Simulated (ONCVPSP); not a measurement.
# Nb (Z = 41) ONCV: all-electron and pseudo phase curves

Nb (Z = 41), optimised norm-conserving Vanderbilt (ONCV), made with ONCVPSP 4.0.1 (LDA (Perdew-Wang 92), scalar-relativistic). Core [Ar] 3d10, reference 4s2 4p6 4d4 5s1. Waves: 4s+5s: rc 1.50 bohr, ncon 4, nbas 9, qcut 7.9 1/bohr, 2 projectors; 4p: rc 1.60 bohr, ncon 5, nbas 9, qcut 6.8 1/bohr, 3 projectors, debl 2.3 Ha; 4d: rc 2.00 bohr, ncon 4, nbas 9, qcut 5.5 1/bohr, 2 projectors, debl 3.6 Ha. Local part: polynomial inside 1.45 bohr (lpopt 5, dvloc0 0 Ha). Core correction: none.

The phase is arctan(r·R′/R) of the radial function R(r), unwrapped; energies in Ha, scanned from -4 to 5 Ha. A pole is an energy at which the radial function vanishes at the test radius. The pseudo phase is shifted by a multiple of π to meet the all-electron one at the reference energy, and phase errors are pseudo minus all-electron; the curves can meet again beyond the range given. Levels narrower than the energy grid can be missing from the lists of poles.

Question: For each channel, where are the poles, and over which energies does the pseudopotential scatter like the atom?

Answer:

```tsv
channel	radius (bohr)	reference energy (Ha)	poles, all-electron	poles, pseudo	unbroken range about the reference energy with phases within 0.05 rad	phase error 1 Ha above the reference energy (rad)
s	1.53	-0.15	-0.87	-0.87	the whole range	-0.000
p	1.62	-1.27	-0.03	-0.03	the whole range	-0.000
d	2.03	-0.12	0.75	0.75	the whole range	+0.001
```

Phases in the d channel:

| E (Ha) | all-electron | pseudo |
| --- | --- | --- |
| -3.98 | 1.351 | 1.352 |
| -3.50 | 1.332 | 1.332 |
| -3.02 | 1.306 | 1.306 |
| -2.54 | 1.270 | 1.270 |
| -2.06 | 1.216 | 1.216 |
| -1.58 | 1.123 | 1.124 |
| -1.10 | 0.920 | 0.922 |
| -0.62 | 0.253 | 0.254 |
| -0.14 | -0.988 | -0.988 |
| 0.34 | -1.417 | -1.416 |
| 0.82 | -1.591 | -1.590 |
| 1.30 | -1.716 | -1.714 |
| 1.78 | -1.865 | -1.862 |
| 2.26 | -2.162 | -2.156 |
| 2.74 | -3.088 | -3.081 |
| 3.22 | -4.082 | -4.082 |
| 3.70 | -4.390 | -4.390 |
| 4.18 | -4.517 | -4.516 |
| 4.66 | -4.589 | -4.587 |
